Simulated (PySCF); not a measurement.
Computed shifts of a molecule C2H4BF2N, PBE/pcSseg-1 (PySCF), GIAO, gas phase, atoms alike by connectivity averaged where their shifts nearly agree, in ppm (number of nuclei): ¹⁵N: 94.3 (1). ¹⁹F: -100.1 (1), -132.6 (1). ¹³C: 175.2 (1), 111.1 (1). ¹H: 7.58 (1), 5.25 (1), 4.39 (1), 3.60 (1). References: ¹⁵N against NH3 (σ = 267.0 ppm); ¹¹B against BF3 (σ = 83.9 ppm); ¹⁹F against CFCl3 (σ = 133.6 ppm); ¹³C against TMS (σ = 182.0 ppm); ¹H against TMS (σ = 31.49 ppm), references at their B3LYP-D3(BJ)/def2-TZVP geometries, non-relativistic. Coordinates come from a PBE-D3(BJ)/def2-SVP optimisation. One conformer was computed; it need not be the lowest.

**Question.** Which molecule gave these data?
A) NB(F)/C=C\F
B) C/N=C/B(F)F
C) C/C=N/B(F)F
D) CC#N.FBF

**Answer.** A, NB(F)/C=C\F
